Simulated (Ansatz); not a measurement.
Ansatz (a quantum-chemistry and plane-wave program) input (B3LYP-D3(BJ)/def2-TZVP):

Ansatz 0.2 input:
```yaml
crystal:
  periodic: [false, false, false]
  atoms:
    - {symbol: B, position_ang: [-0.66503886, 0.05057511, -0.01894431]}
    - {symbol: N, position_ang: [0.70388039, 0.07004987, 0.02414072]}
    - {symbol: H, position_ang: [-1.37605239, -0.96558513, -0.07461875]}
    - {symbol: H, position_ang: [-1.30721419, 1.10293443, -0.00402462]}
    - {symbol: H, position_ang: [1.08129813, -0.88057398, 0.00437982]}
basis:
  gaussian:
    orbitals: def2-TZVP
hamiltonian:
  xc: b3lyp
  dispersion: d3bj
total_charge: -1
phonons: {temperatures: {t_min: 298.15, t_max: 298.15, t_step: 100}}
```

Output:

```
Functional definition: B3LYP
integrals: 0.01 GiB planned
456 factors; their error is unknown
mean field: 0.16 GiB planned
mean field evaluation 1: about -2215.4680 eV, gradient 2.1e1 eV
mean field evaluation 2: about -2213.5836 eV, gradient 3.7e1 eV
mean field evaluation 4: about -2216.6241 eV, gradient 1.6e0 eV
mean field evaluation 8: about -2216.6317 eV, gradient 1.6e-2 eV
mean field evaluation 16: about -2216.6295 eV, gradient 1.3e-5 eV
mean field -2216.62953414 eV, -81.4596328940 hartree, gradient 1.3e-5 eV, S^2 0.000000; 0 other end points of the search recorded, 0 dependent functions left out
the calculation of the forces begins
reference -2216.62975082 eV, -81.4596408570 hartree; 8, 8 occupied and 72, 72 virtual orbitals, 456 factors
these checks for a lower state are left out or cut short: stability, starts, cluster_reference, orbital_swaps, neighbouring_geometries, increment
integrals: 0.01 GiB planned
456 factors; their error is unknown
mean field: 0.16 GiB planned
mean field -2216.62943553 eV, -81.4596292704 hartree, gradient 1.1e-6 eV, S^2 0.000000; 0 other end points of the search recorded, 0 dependent functions left out
the calculation of the forces begins
reference -2216.62965226 eV, -81.4596372349 hartree; 8, 8 occupied and 72, 72 virtual orbitals, 456 factors
these checks for a lower state are left out or cut short: stability, starts, cluster_reference, orbital_swaps, neighbouring_geometries, increment
integrals: 0.01 GiB planned
456 factors; their error is unknown
mean field: 0.16 GiB planned
mean field evaluation 32: about -2216.6294 eV, gradient 1.1e-6 eV
mean field -2216.62943637 eV, -81.4596293013 hartree, gradient 1.1e-6 eV, S^2 0.000000; 0 other end points of the search recorded, 0 dependent functions left out
the calculation of the forces begins
reference -2216.62965301 eV, -81.4596372627 hartree; 8, 8 occupied and 72, 72 virtual orbitals, 456 factors
these checks for a lower state are left out or cut short: stability, starts, cluster_reference, orbital_swaps, neighbouring_geometries, increment
integrals: 0.01 GiB planned
456 factors; their error is unknown
mean field: 0.16 GiB planned
mean field -2216.62942418 eV, -81.4596288533 hartree, gradient 1.1e-6 eV, S^2 0.000000; 0 other end points of the search recorded, 0 dependent functions left out
the calculation of the forces begins
reference -2216.62964098 eV, -81.4596368206 hartree; 8, 8 occupied and 72, 72 virtual orbitals, 456 factors
these checks for a lower state are left out or cut short: stability, starts, cluster_reference, orbital_swaps, neighbouring_geometries, increment
integrals: 0.01 GiB planned
456 factors; their error is unknown
mean field: 0.16 GiB planned
mean field -2216.62944211 eV, -81.4596295120 hartree, gradient 1.1e-6 eV, S^2 0.000000; 0 other end points of the search recorded, 0 dependent functions left out
the calculation of the forces begins
reference -2216.62965868 eV, -81.4596374708 hartree; 8, 8 occupied and 72, 72 virtual orbitals, 456 factors
these checks for a lower state are left out or cut short: stability, starts, cluster_reference, orbital_swaps, neighbouring_geometries, increment
integrals: 0.01 GiB planned
456 factors; their error is unknown
mean field: 0.16 GiB planned
mean field -2216.62941556 eV, -81.4596285364 hartree, gradient 1.1e-6 eV, S^2 0.000000; 0 other end points of the search recorded, 0 dependent functions left out
the calculation of the forces begins
reference -2216.62963223 eV, -81.4596364990 hartree; 8, 8 occupied and 72, 72 virtual orbitals, 456 factors
these checks for a lower state are left out or cut short: stability, starts, cluster_reference, orbital_swaps, neighbouring_geometries, increment
integrals: 0.01 GiB planned
456 factors; their error is unknown
mean field: 0.16 GiB planned
mean field -2216.62941213 eV, -81.4596284104 hartree, gradient 1.1e-6 eV, S^2 0.000000; 0 other end points of the search recorded, 0 dependent functions left out
the calculation of the forces begins
reference -2216.62962882 eV, -81.4596363735 hartree; 8, 8 occupied and 72, 72 virtual orbitals, 456 factors
these checks for a lower state are left out or cut short: stability, starts, cluster_reference, orbital_swaps, neighbouring_geometries, increment
integrals: 0.01 GiB planned
456 factors; their error is unknown
mean field: 0.16 GiB planned
mean field evaluation 64: about -2216.6304 eV, gradient 2.6e-1 eV
mean field -2216.62945425 eV, -81.4596299584 hartree, gradient 1.1e-6 eV, S^2 0.000000; 0 other end points of the search recorded, 0 dependent functions left out
the calculation of the forces begins
reference -2216.62967089 eV, -81.4596379197 hartree; 8, 8 occupied and 72, 72 virtual orbitals, 456 factors
these checks for a lower state are left out or cut short: stability, starts, cluster_reference, orbital_swaps, neighbouring_geometries, increment
integrals: 0.01 GiB planned
456 factors; their error is unknown
mean field: 0.16 GiB planned
mean field -2216.62944119 eV, -81.4596294783 hartree, gradient 1.1e-6 eV, S^2 0.000000; 0 other end points of the search recorded, 0 dependent functions left out
the calculation of the forces begins
reference -2216.62965792 eV, -81.4596374430 hartree; 8, 8 occupied and 72, 72 virtual orbitals, 456 factors
these checks for a lower state are left out or cut short: stability, starts, cluster_reference, orbital_swaps, neighbouring_geometries, increment
integrals: 0.01 GiB planned
456 factors; their error is unknown
mean field: 0.16 GiB planned
mean field -2216.62949880 eV, -81.4596315953 hartree, gradient 1.9e-6 eV, S^2 0.000000; 0 other end points of the search recorded, 0 dependent functions left out
the calculation of the forces begins
reference -2216.62971544 eV, -81.4596395567 hartree; 8, 8 occupied and 72, 72 virtual orbitals, 456 factors
these checks for a lower state are left out or cut short: stability, starts, cluster_reference, orbital_swaps, neighbouring_geometries, increment
integrals: 0.01 GiB planned
456 factors; their error is unknown
mean field: 0.16 GiB planned
mean field -2216.62948990 eV, -81.4596312686 hartree, gradient 2.4e-6 eV, S^2 0.000000; 0 other end points of the search recorded, 0 dependent functions left out
the calculation of the forces begins
reference -2216.62970663 eV, -81.4596392331 hartree; 8, 8 occupied and 72, 72 virtual orbitals, 456 factors
these checks for a lower state are left out or cut short: stability, starts, cluster_reference, orbital_swaps, neighbouring_geometries, increment
integrals: 0.01 GiB planned
456 factors; their error is unknown
mean field: 0.16 GiB planned
mean field evaluation 96: about -2216.6295 eV, gradient 2.5e-6 eV
mean field -2216.62951743 eV, -81.4596322802 hartree, gradient 2.5e-6 eV, S^2 0.000000; 0 other end points of the search recorded, 0 dependent functions left out
the calculation of the forces begins
reference -2216.62973407 eV, -81.4596402416 hartree; 8, 8 occupied and 72, 72 virtual orbitals, 456 factors
these checks for a lower state are left out or cut short: stability, starts, cluster_reference, orbital_swaps, neighbouring_geometries, increment
integrals: 0.01 GiB planned
456 factors; their error is unknown
mean field: 0.16 GiB planned
mean field -2216.62952144 eV, -81.4596324276 hartree, gradient 2.2e-6 eV, S^2 0.000000; 0 other end points of the search recorded, 0 dependent functions left out
the calculation of the forces begins
reference -2216.62973817 eV, -81.4596403921 hartree; 8, 8 occupied and 72, 72 virtual orbitals, 456 factors
these checks for a lower state are left out or cut short: stability, starts, cluster_reference, orbital_swaps, neighbouring_geometries, increment
integrals: 0.01 GiB planned
456 factors; their error is unknown
mean field: 0.16 GiB planned
mean field -2216.62948860 eV, -81.4596312205 hartree, gradient 2.4e-6 eV, S^2 0.000000; 0 other end points of the search recorded, 0 dependent functions left out
the calculation of the forces begins
reference -2216.62970530 eV, -81.4596391843 hartree; 8, 8 occupied and 72, 72 virtual orbitals, 456 factors
these checks for a lower state are left out or cut short: stability, starts, cluster_reference, orbital_swaps, neighbouring_geometries, increment
integrals: 0.01 GiB planned
456 factors; their error is unknown
mean field: 0.16 GiB planned
mean field -2216.62949039 eV, -81.4596312864 hartree, gradient 1.8e-6 eV, S^2 0.000000; 0 other end points of the search recorded, 0 dependent functions left out
the calculation of the forces begins
reference -2216.62970705 eV, -81.4596392485 hartree; 8, 8 occupied and 72, 72 virtual orbitals, 456 factors
these checks for a lower state are left out or cut short: stability, starts, cluster_reference, orbital_swaps, neighbouring_geometries, increment
integrals: 0.01 GiB planned
456 factors; their error is unknown
mean field: 0.16 GiB planned
mean field -2216.62951764 eV, -81.4596322877 hartree, gradient 2.4e-6 eV, S^2 0.000000; 0 other end points of the search recorded, 0 dependent functions left out
the calculation of the forces begins
reference -2216.62973428 eV, -81.4596402492 hartree; 8, 8 occupied and 72, 72 virtual orbitals, 456 factors
these checks for a lower state are left out or cut short: stability, starts, cluster_reference, orbital_swaps, neighbouring_geometries, increment
integrals: 0.01 GiB planned
456 factors; their error is unknown
mean field: 0.16 GiB planned
mean field evaluation 128: about -2216.6295 eV, gradient 2.1e-6 eV
mean field -2216.62952167 eV, -81.4596324359 hartree, gradient 2.1e-6 eV, S^2 0.000000; 0 other end points of the search recorded, 0 dependent functions left out
the calculation of the forces begins
reference -2216.62973839 eV, -81.4596404003 hartree; 8, 8 occupied and 72, 72 virtual orbitals, 456 factors
these checks for a lower state are left out or cut short: stability, starts, cluster_reference, orbital_swaps, neighbouring_geometries, increment
integrals: 0.01 GiB planned
456 factors; their error is unknown
mean field: 0.16 GiB planned
mean field -2216.62942443 eV, -81.4596288625 hartree, gradient 1.1e-6 eV, S^2 0.000000; 0 other end points of the search recorded, 0 dependent functions left out
the calculation of the forces begins
reference -2216.62964110 eV, -81.4596368248 hartree; 8, 8 occupied and 72, 72 virtual orbitals, 456 factors
these checks for a lower state are left out or cut short: stability, starts, cluster_reference, orbital_swaps, neighbouring_geometries, increment
integrals: 0.01 GiB planned
456 factors; their error is unknown
mean field: 0.16 GiB planned
mean field -2216.62943409 eV, -81.4596292174 hartree, gradient 1.1e-6 eV, S^2 0.000000; 0 other end points of the search recorded, 0 dependent functions left out
the calculation of the forces begins
reference -2216.62965079 eV, -81.4596371808 hartree; 8, 8 occupied and 72, 72 virtual orbitals, 456 factors
these checks for a lower state are left out or cut short: stability, starts, cluster_reference, orbital_swaps, neighbouring_geometries, increment
integrals: 0.01 GiB planned
456 factors; their error is unknown
mean field: 0.16 GiB planned
mean field -2216.62952346 eV, -81.4596325018 hartree, gradient 8.7e-7 eV, S^2 0.000000; 0 other end points of the search recorded, 0 dependent functions left out
the calculation of the forces begins
reference -2216.62974016 eV, -81.4596404653 hartree; 8, 8 occupied and 72, 72 virtual orbitals, 456 factors
these checks for a lower state are left out or cut short: stability, starts, cluster_reference, orbital_swaps, neighbouring_geometries, increment
integrals: 0.01 GiB planned
456 factors; their error is unknown
mean field: 0.16 GiB planned
mean field -2216.62951054 eV, -81.4596320269 hartree, gradient 1.1e-6 eV, S^2 0.000000; 0 other end points of the search recorded, 0 dependent functions left out
the calculation of the forces begins
reference -2216.62972721 eV, -81.4596399894 hartree; 8, 8 occupied and 72, 72 virtual orbitals, 456 factors
Total energy: -2216.70834378 eV, -81.4625290952 hartree
Atom 0 at    -0.665039     0.050575    -0.018944 Å, force     0.000027    -0.000012     0.000000 eV/Å
Atom 1 at     0.703880     0.070050     0.024141 Å, force    -0.000280     0.000550     0.000010 eV/Å
Atom 2 at    -1.376052    -0.965585    -0.074619 Å, force    -0.000126     0.000036    -0.000003 eV/Å
Atom 3 at    -1.307214     1.102934    -0.004025 Å, force     0.000189    -0.000176     0.000000 eV/Å
Atom 4 at     1.081298    -0.880574     0.004380 Å, force     0.000190    -0.000398    -0.000007 eV/Å
Dipole moment:     0.081748    -0.294639    -0.007217 e Å
Vibrations: 829.87 915.32 948.60 1114.82 1177.91 1417.30 2213.68 2299.34 3365.62 cm⁻¹, zero-point energy 0.885399 eV
```

It need not be the lowest isomer of its formula. Whether it binds its extra electron was not tested at this geometry.
